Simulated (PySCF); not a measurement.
Compound: C3H6F2Ge.
Cartesian coordinates in Å at the PBE0-D3(BJ)/def2-SVP level; atoms count from 1:
```xyz
12
C3H6F2Ge angstrom
F      1.1170    2.0954    0.4251
C      0.7855    0.9335   -0.2171
C     -0.7261    0.7214   -0.3753
C     -0.8327   -0.8050   -0.2614
F     -1.9824   -1.2369    0.3400
Ge     0.8965   -0.8157    0.7437
H      1.3137    0.9082   -1.1855
H     -1.1883    1.1752   -1.2673
H     -1.2140    1.1537    0.5147
H     -0.7428   -1.3043   -1.2413
H      0.7025   -0.6742    2.2595
H      2.0022   -1.8279    0.3959
```

Method used: PySCF, PBE0-D3(BJ)/def2-SVP geometry optimisation, gas phase.

Masses are those of the commonest isotopes; rigid-rotor values at the optimised geometry. The values belong to one conformer with, in the numbering `[F:1][C@@H:2]1[CH2:3][C@H:4]([F:5])[GeH2:6]1`, F1–C2–C3–C4 -146°, C2–C3–C4–F5 146°, C3–C4–Ge6–C2 -18°, F1–C2–Ge6–C4 136°.

Q: Give the principal moments of inertia and the rotational constants in MHz.

A: Ia = 168.09, Ib = 253.73, Ic = 384.88 u·Å²; 505379 MHz·u·Å²/I gives A = 3007, B = 1992, C = 1313 MHz.

Q: What kind of rotor is it?

A: An asymmetric top. Ray's parameter κ = (2B − A − C)/(A − C) = -0.198; −1 is the prolate and +1 the oblate limit.

Q: What does the inertial defect say?

A: Not planar: Δ = Ic − Ia − Ib = -36.94 u·Å². For a rigid frame Δ = −2 Σ m c², so Σ m c² = 18.47 u·Å² lies off the ab plane: 8.82 from hydrogen and 9.65 from heavier atoms. The atom farthest from that plane is 1.50 Å away.

Q: Give the other two planar moments, Paa and Pbb, and the rms extents of the mass along the axes.

A: Paa = Σ m a² = (Ib + Ic − Ia)/2 = 235.26 and Pbb = Σ m b² = (Ia + Ic − Ib)/2 = 149.62 u·Å². With the mass M = 153.96 u, the rms extents √(P/M) along a, b and c are 1.24, 0.99, 0.35 Å.

Q: Where do the levels up to J = 2 lie, in MHz?

A: Above 0(0,0):
J = 1: 1(0,1) 3305, 1(1,1) 4320, 1(1,0) 4998
J = 2: 2(0,2) 9671, 2(1,2) 10251, 2(1,1) 12287, 2(2,1) 15332, 2(2,0) 15576
Those of J = 1 are B + C, A + C and A + B.

Q: Predict some low-J microwave lines.

A: The dipole components are |μa| = 0.00 D, |μb| = 0.58 D, |μc| = 1.60 D; the mirror of this Cs structure is the bc plane, so μa vanishes by symmetry (the 0.01 D computed is a residue) and there are no a-type lines. Intensities carry the squares of the components, which stand as 0.13 : 1.00 (b : c). Some lines, for components of 0.1 D or more:

| type | branch | J(Ka,Kc) | MHz | lower level (cm⁻¹) |
| --- | --- | --- | --- | --- |
| c | Q | 4(2,3) ← 4(1,3) | 1346 | 1.232 |
| b | Q | 2(1,1) ← 2(0,2) | 2616 | 0.323 |
| b | Q | 5(3,2) ← 5(2,3) | 4873 | 1.970 |
| b | Q | 2(2,1) ← 2(1,2) | 5081 | 0.342 |
| b | Q | 4(3,2) ← 4(2,3) | 7460 | 1.277 |
| b | R | 3(1,2) ← 2(2,1) | 7696 | 0.511 |
| b | R | 3(0,3) ← 2(1,2) | 8513 | 0.342 |
| c | Q | 4(4,1) ← 4(3,1) | 8803 | 1.538 |
| b | Q | 4(4,1) ← 4(3,2) | 9183 | 1.525 |
| b | Q | 5(2,4) ← 5(1,5) | 9563 | 1.491 |
| c | R | 2(2,0) ← 1(1,0) | 10577 | 0.167 |
| c | R | 2(2,1) ← 1(1,1) | 11012 | 0.144 |
| b | R | 4(1,4) ← 3(0,3) | 11753 | 0.626 |
| b | R | 3(2,2) ← 2(1,1) | 12959 | 0.410 |
| c | R | 3(2,1) ← 2(1,1) | 14025 | 0.410 |
| c | R | 3(2,2) ← 2(1,2) | 14995 | 0.342 |
| b | R | 3(2,1) ← 2(1,2) | 16061 | 0.342 |
| c | R | 3(3,1) ← 2(2,1) | 16819 | 0.511 |
| c | R | 4(1,3) ← 3(0,3) | 18161 | 0.626 |
| c | R | 4(2,3) ← 3(1,3) | 19255 | 0.634 |
| b | R | 4(3,1) ← 3(2,2) | 20863 | 0.842 |
| b | R | 5(2,3) ← 4(1,4) | 28548 | 1.018 |

Not checked by PBE0-D3(BJ)/def2-SVP frequencies. These are rigid-rotor constants of the computed structure; measured ground-state constants (B0) also hold zero-point vibration.
